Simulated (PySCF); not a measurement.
**Bonding in `CC(=O)/C=C\C(N)=O`**

Compound: C5H7NO2.
Numbering: `[CH3:1][C:2](=[O:3])/[CH:4]=[CH:5]\[C:6]([NH2:7])=[O:8]` (hydrogens: H9, H10, H11 on C1; H12 on C4; H13 on C5; H14, H15 on N7)

Geometry (GFN2-xTB, Å), atoms numbered from 1 in this order:
```
atom  x, y, z in Å
C1    -2.0866    0.3561    1.3385
C2    -1.0904   -0.0067    0.2698
O3    -1.2557   -0.9668   -0.4550
C4     0.0448    0.9326    0.1880
C5     1.2775    0.7545   -0.3002
C6     1.9766   -0.4500   -0.8484
N7     1.2266   -1.3678   -1.4795
O8     3.1868   -0.5275   -0.7439
H9    -2.5569    1.3051    1.0856
H10   -1.5826    0.4749    2.2957
H11   -2.8507   -0.4129    1.4142
H12   -0.1747    1.8962    0.6337
H13    1.9747    1.5803   -0.2115
H14    1.6911   -2.1970   -1.8140
H15    0.2152   -1.3631   -1.3948
```

Bond orders from the PBE0/pcSseg-1 density (PySCF). The structure is a single GFN2-xTB conformer in the gas phase; no vibrational or solvent corrections.

**Question.** Where do the orders between heavy atoms depart from those drawn in the SMILES?

**Answer.** The largest departure is 0.267, at C6–N7 (drawn single, 1.267). Drawn single, order above 1.12: C6–N7 (1.267).

**Question.** Set the Mayer orders of the bonds beside their lengths.

**Answer.** 
```tsv
bond	drawn as	length (Å)	Mayer order
C1–C2	single	1.505	1.021
C2–O3	double	1.214	1.898
C2–C4	single	1.476	0.974
C4–C5	double	1.338	1.824
C5–C6	single	1.497	0.982
C6–N7	single	1.343	1.267
C6–O8	double	1.217	1.876
C1–H9	single	1.089	0.939
C1–H10	single	1.088	0.945
C1–H11	single	1.087	0.954
C4–H12	single	1.084	0.938
C5–H13	single	1.084	0.942
N7–H14	single	1.008	0.930
N7–H15	single	1.015	0.890
```

By pair of heavy elements: C–C: lowest C2–C4 (0.974, 1.476 Å), highest C4–C5 (1.824, 1.338 Å); in 2 of the 6 pairs the longer bond (by over 0.003 Å) has the higher order (by 0.02 or more). C–O: lowest C6–O8 (1.876, 1.217 Å), highest C2–O3 (1.898, 1.214 Å).

**Question.** Sum the orders of all bonds at each heavy atom with more than one neighbour and set the sums beside the valence in the SMILES.

**Answer.** C1 3.859 (drawn 4), C2 3.893 (drawn 4), C4 3.736 (drawn 4), C5 3.748 (drawn 4), C6 4.125 (drawn 4), N7 3.087 (drawn 3). Orders between atoms that aren't bonded are not in these sums.

The Mayer order sums products of elements of PS (density times overlap matrix) between the two atoms' basis functions, so it depends on the basis set.

The run behind these numbers computed NMR shieldings as well. Hardware: one thread of an Intel Xeon Platinum 8488C, shared host with 192 logical CPUs at a one-minute load of 136. Cost: 28 s wall, 0.76 GiB resident at most.
